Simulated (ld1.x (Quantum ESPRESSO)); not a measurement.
Reading a pseudo-wave (boron (B))

Columns: radius, all-electron u(r) and pseudo u(r) of the 2p shell (level -3.61 eV) of boron in the configuration [He] 2s2 2p1; PBE, non-relativistic, ultrasoft scheme, ld1.x (Quantum ESPRESSO) 7.5.

```csv
r (bohr),all-electron,pseudo
0.093,0.0239,0.0078
0.185,0.0767,0.0304
0.278,0.1426,0.0669
0.370,0.2108,0.1144
0.463,0.2775,0.1712
0.555,0.3387,0.2330
0.648,0.3943,0.2977
0.740,0.4425,0.3609
0.833,0.4849,0.4211
0.925,0.5212,0.4746
1.018,0.5520,0.5210
1.110,0.5768,0.5583
1.203,0.5962,0.5871
1.295,0.6103,0.6073
1.388,0.6200,0.6201
1.480,0.6255,0.6266
1.573,0.6273,0.6283
1.665,0.6259,0.6264
1.758,0.6218,0.6219
1.850,0.6154,0.6154
1.943,0.6069,0.6069
2.035,0.5968,0.5968
2.128,0.5853,0.5853
2.220,0.5727,0.5727
2.313,0.5591,0.5591
2.405,0.5450,0.5450
```

Question: How many radial nodes do the two functions have?

Answer: The all-electron 2p function has n − l − 1 = 0; the pseudo-wave has 0.

Question: At about which radius was the pseudo-wave matched?

Answer: 1.85 bohr. The columns agree to 0.0005 from 1.67 bohr on; several derivatives are matched, so the curves merge somewhat inside the radius.

Question: Is the pseudo-wave norm-conserving?

Answer: No, it belongs to an ultrasoft set: the norm inside the radius is not constrained, and the difference is carried by the augmentation charge.
